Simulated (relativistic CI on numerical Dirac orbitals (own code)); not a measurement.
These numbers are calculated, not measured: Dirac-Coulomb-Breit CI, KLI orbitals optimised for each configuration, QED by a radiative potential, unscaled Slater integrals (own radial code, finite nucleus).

The strongest absorption lines from the ground level of an ion, among the configurations computed and to levels below about 83.3 eV (vacuum wavelength in nm, gf): 14.976 (0.016), 15.040 (0.049), 15.058 (0.73), 15.316 (0.011), 15.481 (0.02), 15.708 (0.15), 16.134 (0.0067), 16.634 (0.0081).

(1) Which ion is it?
A. Te XIII
B. Te IX
C. Xe XIII
D. Te XI

Answers

(1) D. Te XI has 42 electrons and the ground level 4s²4p⁶4d⁶ ⁵D4; the strongest line goes to 4s²4p⁶4d⁵5p ⁵P°3. The pattern of lines fixes the number of electrons, and along that sequence the line energies rise steadily with the charge (about as its square where n changes within one kind of shell, about linearly where n is kept but much faster in heavy ions where fine structure, which grows about as Z⁴, sets the gap, and irregularly where shells cross), which fixes Z. Configurations outside the model, such as inner-shell arrays, can give stronger lines. At this charge energies of transitions that change n are usually good to better than 1 %, and those within a shell (Δn = 0) to a few per cent. Terms inside the open d or f shell come out 10 to 20 % too wide with unscaled integrals. Levels and lines within the n = 5 or 6 shells can be off by up to 10 % or somewhat more, and those that change n by about 2 %, since core polarisation is missing.

LS names give the leading component of a level, which can be under half, so a name can repeat, a term be missing and a line seem to break the LS rules.
